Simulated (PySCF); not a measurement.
A series of related molecules.

All values: PBE0/pcSseg-1 (PySCF) at GFN2-xTB geometries, gas phase, one conformer each.

Question: Rank by LUMO energy, lowest first.
A. `[SiH3]CP` (CH7PSi)
B. `C#CP` (C2H3P)
C. `C[Si](C)(C)CP` (C4H13PSi)

Answer: B (0.00 eV), A (0.22 eV), C (0.64 eV).

Question: Rank by HOMO energy, lowest first.
A. `[SiH3]CP` (CH7PSi)
B. `C#CPC[Si](C)(C)C` (C6H13PSi)
C. `C#CP` (C2H3P)

Answer: C (-7.38 eV), A (-7.09 eV), B (-6.94 eV).

Question: Rank by dipole moment, highest first.
A. `[CH:1]#[C:2][PH:3][CH2:4][Si:5]([CH3:6])([CH3:7])[CH3:8]` with C2–P3–C4–Si5 170°
B. `[CH3:1][Si:2]([CH3:3])([CH3:4])[CH2:5][PH2:6]` with Si2–C5–P6–H 75° and 167°
C. ethynylphosphane (`C#CP`)

Answer: A (1.55 D), B (1.34 D), C (0.83 D).

All values together:

```
          SMILES                        change   formula  μ (D)  HOMO (eV)  LUMO (eV)  lowest IAO charge (e)  highest IAO charge (e)  lowest Hirshfeld charge (e)  highest Hirshfeld charge (e)
   C[Si](C)(C)CP                        parent  C4H13PSi   1.34      -7.11       0.64             -0.723 (C)             +1.072 (Si)                   -0.219 (C)                   +0.410 (Si)
            C#CP  CH2SiMe3 replaced by ethynyl     C2H3P   0.83      -7.38       0.00             -0.267 (C)              +0.275 (P)                   -0.120 (C)                    +0.127 (P)
C#CPC[Si](C)(C)C         H replaced by ethynyl  C6H13PSi   1.55      -6.94       0.08             -0.723 (C)             +1.071 (Si)                   -0.219 (C)                   +0.411 (Si)
        [SiH3]CP  CH2SiMe3 replaced by CH2SiH3    CH7PSi   0.86      -7.09       0.22             -0.721 (C)             +0.604 (Si)                   -0.201 (C)                   +0.311 (Si)
```

Conformers: `[CH3:1][Si:2]([CH3:3])([CH3:4])[CH2:5][PH2:6]` with Si2–C5–P6–H 75° and 167°; `[CH:1]#[C:2][PH:3][CH2:4][Si:5]([CH3:6])([CH3:7])[CH3:8]` with C2–P3–C4–Si5 170°; `[SiH3:1][CH2:2][PH2:3]` with Si1–C2–P3–H 46° and -46°.

Question: Give the shifts from the parent, `C[Si](C)(C)CP`.

Answer: 
```json
{"SMILES": "C#CP", "change in μ (D)": "-0.51", "change in HOMO (eV)": "-0.27", "change in LUMO (eV)": "-0.64"}
{"SMILES": "C#CPC[Si](C)(C)C", "change in μ (D)": "+0.21", "change in HOMO (eV)": "+0.17", "change in LUMO (eV)": "-0.56"}
{"SMILES": "[SiH3]CP", "change in μ (D)": "-0.48", "change in HOMO (eV)": "+0.02", "change in LUMO (eV)": "-0.42"}
```
